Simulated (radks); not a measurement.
Excited configurations of Yb2+: one electron is placed in a higher orbital outside [Xe] 4f13. The ground configuration is [Xe] 4f14. All-electron calculation, Dirac Kohn-Sham, PBE, spin-unpolarised, spherical densities, finite nucleus; open shells fill j = l - 1/2 first; Fermi nuclear charge, rms radius 5.3108 fm. Program: a radial shooting solver on a logarithmic mesh with Libxc functionals. Excitation = E - E(ground); binding = E(ion) - E, where the ion is the core of charge +3; n* = 3/sqrt(2 binding) in atomic units, and the quantum defect is n - n*.

outer orbital,excitation (eV),binding (eV),n*,eigenvalue (eV)
5d3/2,5.671,20.222,2.461,-15.290
5f5/2,18.006,7.887,3.940,-6.254
6s1/2,5.071,20.821,2.425,-17.374
6p1/2,9.723,16.169,2.752,-13.361
6d3/2,16.114,9.779,3.539,-8.117
6f5/2,20.614,5.279,4.816,-4.365
7s1/2,15.392,10.500,3.415,-9.007
7p1/2,17.082,8.810,3.728,-7.504
7d3/2,19.846,6.047,4.500,-5.121
7f5/2,22.166,3.727,5.732,-3.164

The Delta-SCF ionisation energy is 25.893 eV (NIST Atomic Spectra Database: 25.05 eV, semi-empirical). Self-interaction in the functional shifts the binding energies and quantum defects, so they are the method's values and not measured ones. Spin polarisation and multiplet splitting are left out, so open shells lie too high by an amount that depends on their filling.

Beside tabulated values, note that spin-unpolarised runs miss the spin-polarisation part of the exchange energy of open shells.
